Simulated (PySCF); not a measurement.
# How methods differ on the interval between two levels of N⁺

N⁺ [He] 2s2 2p2 [3P2, M_J = 2] → N⁺ [He] 2s1 2p2 3s1 [5P3, M_J = 3], as a difference of total energies. Computed with PySCF 2.14 in x2c-TZVPall-2c with one added diffuse shell each of s, p, d type (6s4p3d1f, 40 functions), with the two-component X2C-1e Hamiltonian. Correlated levels: 1s2 frozen. "Screened" scales the spin-orbit matrix elements by Boettger's factors to mimic the two-electron term; Breit and QED terms are absent.

| method | interval between two levels (cm⁻¹) |
| --- | --- |
| GHF (spin-free) | 188330 |
| GMP2 (spin-free) | 200550 |
| GHF (screened spin-orbit) | 188350 |
| GMP2 (screened spin-orbit) | 200560 |

The labels give the starting determinants; with spin-orbit coupling the two ends relaxed to ⟨J²⟩ = 6.01, ⟨L²⟩ = 2.00, ⟨S²⟩ = 2.00 and ⟨J²⟩ = 12.00, ⟨L²⟩ = 2.00, ⟨S²⟩ = 6.00.

The promoted electron is Rydberg-like, and one or two diffuse shells describe it only roughly, which tends to raise the upper state.
